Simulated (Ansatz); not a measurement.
C9H17NOZr, SMILES `C[O][Zr]1234([CH3])([N](C)C)[C@H]5[C@@H]1[C@@H]2[C@@H]3[C@H]54`. Total charge 0; spin multiplicity 1. Correlated methods include outer-core shells of Zr, which these sets cover unevenly. Zr takes the def2 core potential.

Cartesian coordinates in Å:
```
C 1.221 -1.895 -2.616
O 0.842 -0.952 -1.676
Zr -0.102 0.081 -0.341
C -0.173 2.140 -1.266
N 1.119 0.368 1.271
C 1.038 0.381 2.704
C 2.469 0.633 0.819
C -2.127 0.251 1.199
C -1.713 -1.098 1.216
C -1.920 -1.635 -0.072
C -2.456 -0.615 -0.886
C -2.583 0.552 -0.100
H 0.427 -2.633 -2.784
H 1.444 -1.414 -3.576
H 2.120 -2.432 -2.290
H -0.761 2.175 -2.190
H -0.566 2.909 -0.593
H 0.855 2.429 -1.525
H 0.020 0.182 3.041
H 1.698 -0.376 3.156
H 1.341 1.355 3.116
H 3.183 -0.111 1.203
H 2.816 1.627 1.135
H 2.538 0.605 -0.276
H -2.081 0.942 2.028
H -1.300 -1.628 2.062
H -1.691 -2.643 -0.385
H -2.704 -0.704 -1.934
H -2.954 1.507 -0.439
```

(1) Give the diagnostics of a CCSD(T)/def2-TZVPP run (frozen core, the Gaussian-basis code of Ansatz). (Best estimate.)

## Answers

(1) The calculation gave: T1 = 0.0144, largest single amplitude 0.035, largest double 0.024, (T) share of the correlation energy 4.6 %, 12 CCSD cycles. The RHF solution is stable towards an unrestricted one. T1 lies under the customary mark of 0.02 for closed shells.
